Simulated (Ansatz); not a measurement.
Two isomers of C2H9AlGe: A = `C[CH]([AlH2])[GeH3]`, B = `[CH3][AlH][CH2][GeH3]`.

Gas-phase electronic energies from Ansatz, PBE0-D4/def2-TZVP geometries. CCSD(T)/CBS is the MP2 limit (def2-TZVPP, def2-QZVPP) plus CCSD(T) − MP2 in def2-TZVPP, frozen cores. DFT in def2-TZVPP. B3LYP here is the variant with VWN-RPA as its local correlation; programs differ in this. For Ge outer-core shells are correlated without core-valence functions, which leaves a few kJ/mol of doubt a bond. Scalar relativity is left out up to krypton. One conformer a species, not always the lowest.

Task: Which is lower in electronic energy at CCSD(T)/CBS, and by how much? (Estimate.)

Result: The calculation gave: B, by 64.6 kJ/mol.

Task: Give E(B) − E(A) in kJ/mol with MP2/def2-TZVPP, B3LYP, CCSD/def2-TZVPP, HF/def2-TZVPP, ωB97M-V, CCSD(T)/def2-TZVPP, B2PLYP. (Best estimate.)

Result: Computed: MP2/def2-TZVPP -65.4, B3LYP -70.3, CCSD/def2-TZVPP -64.8, HF/def2-TZVPP -65.6, ωB97M-V -67.2, CCSD(T)/def2-TZVPP -64.3, B2PLYP -68.5. None reverses the order clearly.

Largest T1 diagnostic: 0.011.

The D4 term adds +4.8 kJ/mol with B3LYP and +2.3 kJ/mol with PBE0; it sums over pairs of atoms, weighted by their polarisabilities, and B3LYP, whose exchange is more repulsive, gets the larger term.
